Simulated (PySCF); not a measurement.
**H2AlBrN, SMILES `[NH2][Al][Br]` (charge 0, multiplicity 2)**

Method: PySCF with ωB97X-D3(BJ)/def2-TZVP // PBE0-D3(BJ)/def2-TZVP.

| Item | Result |
|---|---|
| highest occupied spin orbital | -8.23 eV |
| dipole moment | 2.43 D |
| total energy | -78167.26 eV |
| cost | roughly 90 core-seconds |

Bonds (Å): N1–Al2 1.765, N1–H4 1.009, N1–H5 1.007, Al2–Br3 2.281. Bond angles (°): Al2–N1–H4 124.1, Al2–N1–H5 124.9, H4–N1–H5 110.9, N1–Al2–Br3 116.5.
Charge 0, spin multiplicity 2.
